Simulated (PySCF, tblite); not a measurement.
`C=C[C@@H]1CC[C+](C)C[C@H]1F` (charge +1). The geometry is computed with GFN2-xTB (gas phase).

```
atom  x, y, z in Å
C1    -3.5734    0.3004   -0.3529
C2    -2.4800   -0.4268   -0.2393
C3    -1.0902    0.1561   -0.1990
C4    -0.2404   -0.4219   -1.3448
C5     1.2173   -0.0061   -1.1887
C6     1.7423   -0.2384    0.1456
C7     2.9755    0.3657    0.6009
C8     0.8785   -0.9516    1.0685
C9    -0.4347   -0.0987    1.1653
F10   -0.0815    1.0877    1.7542
H11   -4.5492   -0.1505   -0.3789
H12   -3.5416    1.3746   -0.4241
H13   -2.5318   -1.5048   -0.1691
H14   -1.1574    1.2419   -0.3223
H15   -0.6313   -0.0660   -2.2970
H16   -0.3319   -1.5105   -1.3460
H17    1.8411   -0.5599   -1.9052
H18    1.3798    1.0434   -1.4688
H19    3.5747    0.7977   -0.1969
H20    3.5670   -0.3235    1.2079
H21    2.6995    1.1683    1.3020
H22    0.5638   -1.9185    0.6692
H23    1.3086   -1.0776    2.0617
H24   -1.1165   -0.5944    1.8654
```

(1) Give the dihedral angles C2–C3–C9–F10, H13–C2–C3–C4, C7–C6–C8–C9, C2–C3–C9–H24, H13–C2–C3–C9.

(2) Work out the bond lengths C1=C2, C1–H11, C3–C4, C7–H21 in Å.

(3) What is the repulsion energy of the bare nuclei, Σ ZA·ZB/RAB?

(4) Where is the centre of mass (commonest isotopes), and what is the radius of gyration?

(5) What are the angles C2–C1–H11, C2–C3–C9, C2–C3–H14, C3–C4–C5, C3–C4–H16, C9–C8–H22?

(6) How far apart are these pairs, which share no bond: C1···C9, C1···H23, C5···F10, H12···H22, H13···H18, H14···H24?

(7) How far are the heavy atoms from their best plane (unweighted least squares)?

(8) Write the matrix of distances between heavy atoms (Å, lower triangle).

## Answers

(1) C2–C3–C9–F10 -122° (anticlinal); H13–C2–C3–C4 58° (synclinal); C7–C6–C8–C9 113° (anticlinal); C2–C3–C9–H24 -4° (synperiplanar); H13–C2–C3–C9 -65° (synclinal). Dihedral signs follow IUPAC: positive where, seen along the central bond, the front bond turns clockwise onto the rear one.

(2) For C1=C2 the difference vector is (1.0934, -0.7272, 0.1136) Å, of length 1.3180 Å. C1=C2 1.318; C1–H11 1.075; C3–C4 1.539; C7–H21 1.101 Å.

(3) 558.09 Eh over 276 pairs, with full nuclear charges and distances in bohr; the largest single term is 20.85 Eh (C9 with F10).

(4) Mass 141.108 u; centre at (-0.089, 0.019, 0.197) Å; Rg = √(Σ m r²/M) = 2.241 Å. As Ia + Ib + Ic = 2 Σ m r², the three principal moments sum to 1417.0 u·Å².

(5) From the scalar product of the two bond vectors; for C2–C1–H11 it is -0.7420 Å² over 1.3180 × 1.0753 Å², cos θ = -0.5236. C2–C1–H11 121.6°; C2–C3–C9 110.7°; C2–C3–H14 108.9°; C3–C4–C5 110.5°; C3–C4–H16 109.2°; C9–C8–H22 105.2°.

(6) C1···C9 3.509 Å (3 bonds apart); C1···H23 5.618 Å (5 bonds apart); C5···F10 3.398 Å (4 bonds apart); H12···H22 5.375 Å (6 bonds apart); H13···H18 4.846 Å (5 bonds apart); H14···H24 2.857 Å (3 bonds apart).

(7) 0.487 Å rms; C1 0.31, C2 0.39, C3 0.22, C4 0.04, C5 0.38, C6 0.14, C7 0.38, C8 1.09, C9 0.33, F10 0.70 Å (magnitudes).

(8) 
```
C1    0.000
C2    1.318  0.000
C3    2.492  1.508  0.000
C4    3.552  2.498  1.539  0.000
C5    4.873  3.840  2.516  1.524  0.000
C6    5.366  4.244  2.881  2.487  1.453  0.000
C7    6.618  5.576  4.149  3.840  2.536  1.447  0.000
C8    4.838  3.642  2.590  2.712  2.471  1.451  2.520  0.000
C9    3.509  2.503  1.535  2.538  2.877  2.408  3.488  1.569  0.000
F10   4.154  3.467  2.388  3.451  3.398  2.770  3.346  2.356  1.371  0.000
```

Its GFN2-xTB frequencies are all real (lowest 33 cm⁻¹). 3 starts were optimised and ended at 0.00, 1.10 and 3.85 kcal/mol (GFN2-xTB); the lowest of these is shown.

One conformer stands for the species.
